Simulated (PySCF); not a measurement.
Assignment exercise: C₄H₁₁NO₂Si

Bonds: C1-O2, O2-Si3, Si3-O4, O4-C5, C5-C6, C5-C7, C7-N8. C1 carries H9, H10, H11; Si3 carries H12, H13; C5 carries H14; C6 carries H15, H16, H17; C7 carries H18; N8 carries H19.

Calculated, not measured (PySCF): structure optimised with GFN2-xTB, shielding tensors at PBE0/pcSseg-1 (GIAO). Fast rotation and ring inversion assumed for equivalent nuclei, non-relativistic Hamiltonian, one computed conformer, no solvent.

Shifts are taken against calculated references (same method and geometry level): TMS for $^{13}$C, $^{1}$H.

Q: Assign these signals to the numbered atoms. $^{13}$C{$^{1}$H} NMR (computed): δ 183.4 (CH), 74.9 (CH), 50.1 (CH3), 24.6 (CH3).

A: 
| δ (ppm) | atoms | environment | reason |
| --- | --- | --- | --- |
| 183.4 | C7 | carbon bonded to C, N, H | – |
| 74.9 | C5 | carbon bonded to 2 C, O, H | – |
| 50.1 | C1 | carbon bonded to O, 3 H | – |
| 24.6 | C6 | carbon bonded to C, 3 H | – |

Q: Assign these signals to the numbered atoms. $^{1}$H NMR (400 MHz, computed): δ 11.00 (br s, 1H), 8.29 (d, 1H), 4.86 (m, 1H), 4.85 (m, 1H), 4.21 (m, 1H), 3.82 (s, 3H), 1.38 (d, 3H).

A: 
11.00 → H19, hydrogen on a nitrogen bonded to C
8.29 → H18, hydrogen on a carbon bonded to C, N
4.86 → H12, hydrogen on a silicon bonded to 2 O
4.85 → H13, hydrogen on a silicon bonded to 2 O
4.21 → H14, hydrogen on a carbon bonded to 2 C, O
3.82 → H9/H10/H11, hydrogen on a carbon bonded to O
1.38 → H15/H16/H17, hydrogen on a carbon bonded to C

H12 and H13 lie closer than the usual error of such a calculation, so a measured spectrum could show them in the other order.

OH/NH shifts are gas-phase values; hydrogen bonding in solution moves them, usually downfield. Shifts are as computed. Against solution values, carbons near 30 ppm lie about +3 ppm off and those near 130 ppm about +5 ppm. Of 1309 compounds with measured shifts, 239 miss one by over three times the rms of a fit or turn the order of signals round; such compounds aren't used in these exercises. No couplings were computed; multiplicities are counted from neighbouring protons, with m where these are inequivalent, close in shift, in a saturated or five-membered ring or joined by F or P, and br s for small geminal =CH2 splittings.
